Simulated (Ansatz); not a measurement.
A structure relaxed at PBE0-D4/def2-TZVP, charge 0, multiplicity 1:

```
atom    x (Å)    y (Å)    z (Å)
  N1  -1.1434  -1.0031  -1.0082
 Ge2  -0.4305   0.5716  -0.3842
  C3   1.0735   0.3091   0.8787
  F4   0.6450  -0.4580   1.9563
  H5  -1.5234  -1.5911  -0.2787
  H6  -0.5059  -1.5570  -1.5636
  H7  -1.5586   1.3231   0.3387
  H8   0.0939   1.3587  -1.5991
  H9   1.9034  -0.2168   0.3965
 H10   1.4460   1.2636   1.2636
```

Problem. Give its formula and SMILES.

Solution. CH6FGeN, `[NH2][GeH2][CH2]F`.

Problem. Summarise the bond lengths by kind.

Solution. 1 × Ge–N 1.838 Å; 2 × H–N 1.011 Å; 1 × C–Ge 1.981 Å; 2 × Ge–H 1.536 to 1.540 Å; 1 × C–F 1.390 Å; 2 × C–H 1.094 Å.

All numbers were calculated with Ansatz.
